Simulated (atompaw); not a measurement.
**Before and after: PAW (atompaw) potential for S (Z = 16)**

```
Element                 : S (Z = 16)
Generator               : atompaw 4.2.0.5
Type                    : PAW
Functional              : PBEsol
Relativity              : non-relativistic
Frozen core             : [Ne]
Valence charge          : 6
Reference configuration : 3s2 3p4
Partial waves           : 3s (bound): rc 1.30 bohr; 3s channel at 0.75 Ry: rc 1.55 bohr; 3p (bound): rc 1.55 bohr; 3p channel at 0.05 Ry: rc 1.55 bohr
Local potential         : troulliermartins scheme with l = 2 at 0.5 Ry, radius 1.55 bohr
Core correction         : smooth core density matched at 1.35 bohr
Augmentation charge     : sinc compensation charge, radius 1.30 bohr; PAW radius 1.55 bohr; waves and projectors: custom polynom2 7 10 vanderbiltortho
```

Change: augmentation sinc compensation charge, radius 1.30 bohr; PAW radius 1.55 bohr; waves and projectors: custom rrkj vanderbiltortho.

Cutoffs: the cutoffs (Ry, on a coarse ladder) from which the occupation-weighted sum of valence levels, in a spherical-Bessel basis at the reference potential, stays within 10 and 1 mRy of its value at 400 Ry; they do not see the model core or the augmentation charge, which bear on the density cutoff.

Question: What does the change do?

Answer: The potential gets harder (18 Ry and 25 Ry → 21 Ry and 35 Ry); neither file shows a bound ghost.

| quantity | base | changed |
| --- | --- | --- |
| cutoff, loose | 18 Ry | 21 Ry |
| cutoff, tight | 25 Ry | 35 Ry |
| loose cutoff by channel (10 mRy a level) | s 18 Ry, p 10 Ry | s 18 Ry, p 12 Ry |
| bound ghosts | none | none |
| s: phases at 1.55 bohr within 0.05 rad from the reference energy up to (Ry; the scan ends near 5) | n/a | 3.4 |
| p: phases at 1.55 bohr within 0.05 rad from the reference energy up to (Ry; the scan ends near 5) | to the end of the scan | to the end of the scan |
| lowest overlap eigenvalue by channel | s 0.11, p 0.67 | s 0.06, p 0.75 |

 The cutoffs see the waves, projectors and local potential, not the compensation charge or the core.
